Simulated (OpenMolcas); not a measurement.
An OpenMolcas run meant for I3+ (ANO-RCC-VDZ, DKH2; inactive shells 1s 2s 2p 3s 3p 3d 4s 4p 4d 5s; intended active space 2 electrons in 3 orbitals (5p)). One step of its input:

```
&RASSCF
FileOrb=start.orb
Symmetry=2
Spin=3
nActEl=2 0 0
Inactive=15 9
Ras2=0 3
CIRoot=3 3 1
SDav=3
CIMx=300
Iter=81 100
PrWF=0.3
OrbListing=Nothing
MaxOrb=0
Atom
>>> COPY $Project.JobIph JOB001
```

Lines from the output:

```
...
      Number of secondary orbitals               4
      Spin quantum number                      1.0
      State symmetry                             2
Orbital specifications:
      -----------------------

      Symmetry species                           1   2
                                                ag  au
      Frozen orbitals                            0   0
      Inactive orbitals                         15   9
      Active orbitals                            0   3
      RAS1 orbitals                              0   0
      RAS2 orbitals                              0   3
      RAS3 orbitals                              0   0
      Secondary orbitals                         1   3
      Deleted orbitals                           0   0
      Number of basis functions                 16  15
      Number of CSFs                             0
      Number of root(s) required                 3
 ************ ERROR ***********
  You can't ask for more roots
  than there are configurations
 ******************************
--- Stop Module: rasscf at  /rc=_RC_INPUT_ERROR_ ---
.####################.
.# User input error #.
.####################.
```

**Question.** What is wrong with the input?

**Answer.** The state symmetry names the wrong parity for these configurations.
